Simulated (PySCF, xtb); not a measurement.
(1Z)-1,2-difluorobuta-1,3-diene (C₄H₄F₂), SMILES C(=C(/F)C=C)/F. One conformer was computed; it need not be the lowest.

Harmonic wavenumbers (cm⁻¹) from GFN2-xTB in xtb at its own minimum, in rising order: 106, 182, 263, 264, 454, 460, 619, 684, 750, 859, 896, 1003, 1011, 1117, 1178, 1275, 1286, 1399, 1660, 1683, 3088, 3104, 3115, 3150.

Problem. What does PBE-D3(BJ)/def2-SVP (PySCF 2.14.0) give at its own minimum? (The exact figures need the calculation; the answer reports its results.)

Solution. 130, 188, 273, 285, 462, 505, 642, 700, 757, 878, 882, 971, 1004, 1168, 1204, 1270, 1340, 1397, 1636, 1704, 3093, 3106, 3145, 3198. Paired by order, the mean absolute difference is 21 cm⁻¹ and the zero-point energies are 42.3 and 42.8 kcal/mol.
